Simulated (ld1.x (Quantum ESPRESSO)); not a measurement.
# What one change does to a pseudopotential (calcium (Ca), RRKJ)

calcium (Ca), norm-conserving RRKJ (Kleinman–Bylander form), made with ld1.x (Quantum ESPRESSO) 7.5 (PBE, scalar-relativistic). Core [Ar], reference 3d0 4s1 4p1. Waves: 4p (bound): rc 4.20 bohr; 3d (bound, empty): rc 2.95 bohr; 4s (bound): rc 2.75 bohr. Local part: the s channel. Core correction: Bessel-smoothed model core inside 1.55 bohr. rho0 = 0.005.

Change: all radii but the core radius scaled by about 1.35 (s 3.70, p 5.66, d 3.98 bohr).

Cutoffs: the cutoffs (Ry, on a coarse ladder) from which the occupation-weighted sum of valence levels, in a spherical-Bessel basis at the reference potential, stays within 10 and 1 mRy of its value at 400 Ry; they do not see the model core or the augmentation charge, which bear on the density cutoff. Errors are all-electron minus pseudo energies relative to the spin-unpolarised reference configuration.

**Question.** Predict the effect on cutoff, ghosts and configuration errors.

**Answer.** Both files are very soft, the changed one slightly softer (loose and tight cutoff 6 and 10 Ry → 6 and 6 Ry on this coarse ladder); of the 7 tests that both files solve, the error grows in 4 and shrinks in 2 by more than 15 % and 0.3 meV (median size 8.3 → 8.2 meV); neither file shows a bound ghost.

| quantity | base | changed |
| --- | --- | --- |
| cutoff, loose | 6 Ry | 6 Ry |
| cutoff, tight | 10 Ry | 6 Ry |
| bound ghosts | none | none |
| error for 3d0 4s2 4p0, meV [ΔE -2.42 eV] | -7.8 | -5.8 |
| error for 3d0 4s1 4p0, meV [ΔE 3.89 eV] | +1.7 | +3.3 |
| error for 3d0 4s1.5 4p0, meV [ΔE 0.08 eV] | -4.1 | -2.2 |
| error for 3d1 4s0 4p0, meV [ΔE 5.27 eV] | -46 | +346 |
| error for 3d1 4s1 4p0, meV [ΔE -0.14 eV] | -54 | +214 |
| error for 3d0 4s0 4p1, meV [ΔE 6.94 eV] | -8.3 | -8.2 |
| error for 3d0.5 4s1.5 4p0, meV [ΔE -1.37 eV] | -28 | +76 |

Base: The cutoffs count occupied waves only; the empty 3d level needs 18 Ry at the loose tolerance. Changed file: The cutoffs count occupied waves only; the empty 3d level needs 10 Ry at the loose tolerance.
